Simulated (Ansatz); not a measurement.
C4H7Br (SMILES C=CCCBr) moved off its minimum; all values from Ansatz (a program for electronic structure), cores frozen in correlated methods.
(charge 0, multiplicity 1)
```xyz
12

C     -3.24645    -0.52331    -0.07378
C     -2.39399    -0.32895    -1.01600
C     -0.93810    -0.09054    -0.98736
C     -0.36012    -0.08501     0.35420
Br     1.51088     0.20793     0.32367
H     -4.34779    -0.62960    -0.18490
H     -2.95425    -0.48967     1.03129
H     -2.81440    -0.31421    -2.05020
H     -0.44099    -0.87203    -1.55624
H     -0.71167     0.81428    -1.55999
H     -0.59985    -1.01371     0.93411
H     -0.77897     0.78819     0.98630
```

**Question.** Give the forces (eV/Å), the total energy and the dipole at CCSD(T)/aug-cc-pVTZ.

**Answer.** 
```tsv
atom	Fx	Fy	Fz
C1	-2.464	-0.200	4.857
C2	0.375	0.400	-4.033
C3	0.120	-0.239	-1.264
C4	-1.351	1.133	3.263
Br5	1.144	-0.028	0.012
H6	0.988	-0.020	-0.375
H7	-0.212	-0.156	-1.527
H8	0.375	-0.057	0.655
H9	0.038	-0.353	-0.285
H10	0.013	0.200	0.260
H11	0.436	0.648	-0.609
H12	0.538	-1.328	-0.955
```
Energy -2728.9703 hartree, dipole 1.69 D.
